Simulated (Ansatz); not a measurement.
`BrC1B[SiH2]1` + H₂ → `B1C[SiH2]1` + HBr at 500 K and 1 bar (hydrogenolysis of a C–Br bond).

Calculated with Ansatz (gas phase, PBE0-D4/def2-TZVP geometries, no zero-point term in ΔE). CCSD(T)/CBS adds triple-zeta CCSD(T) − MP2 to the extrapolated MP2 energy (def2 sets, frozen cores). This one scheme is used for every species. For Br outer-core shells are correlated without core-valence functions, which leaves a few kJ/mol of doubt a bond. Scalar relativity is left out up to krypton.

```
       species  CCSD(T)/CBS energy (Eh)  H − E (kJ/mol)  S (J/(mol·K))
`BrC1B[SiH2]1`              -2927.57175           156.8          376.7
            H₂                 -1.17544            41.0          145.5
  `B1C[SiH2]1`               -354.85519           174.1          322.9
           HBr              -2573.91920            30.5          213.7
```

H − E and S are ideal-gas, rigid-rotor, harmonic terms from PBE0-D4/def2-TZVP, for one conformer and one mirror image of each species. The MP2-based limit puts H₂ 0.8 mEh under its directly extrapolated value; such offsets cancel only in part. 1 Eh = 2625.50 kJ/mol, R = 8.31446 J/(mol·K).

Problem. By hand: ΔE, ΔH, ΔS and ΔG.

Solution. ΔE = (-354.85519) + (-2573.91920) − (-2927.57175) − (-1.17544) = -0.02720 Eh = -71.4 kJ/mol. Δ(H − E) = 174.1 + 30.5 − 156.8 − 41.0 = 6.8, so ΔH = -64.6 kJ/mol. ΔS = 322.9 + 213.7 − 376.7 − 145.5 = 14.4 J/(mol·K). ΔG = -64.6 − 500 × (14.4)/1000 = -71.8 kJ/mol.

Problem. By hand: the equilibrium constant, and the temperature at which ΔG would vanish if ΔH and ΔS stayed fixed.

Solution. log₁₀ K = −ΔG/(RT ln 10) = 7.5. ΔH and −TΔS have one sign here, so there is no such temperature.

The number of gas molecules stays the same, so ΔS is small and ΔH decides. A doubt of 5 kJ/mol in ΔE shifts log₁₀ K by 0.5 here. Other conformers and mirror images would add mixing entropy, several J/(mol·K) or more a flexible species. These are equilibria of isolated gas molecules and say nothing of rates. Largest T1 diagnostic: 0.014 (customary marks: 0.02 for closed shells, 0.045 for open ones).
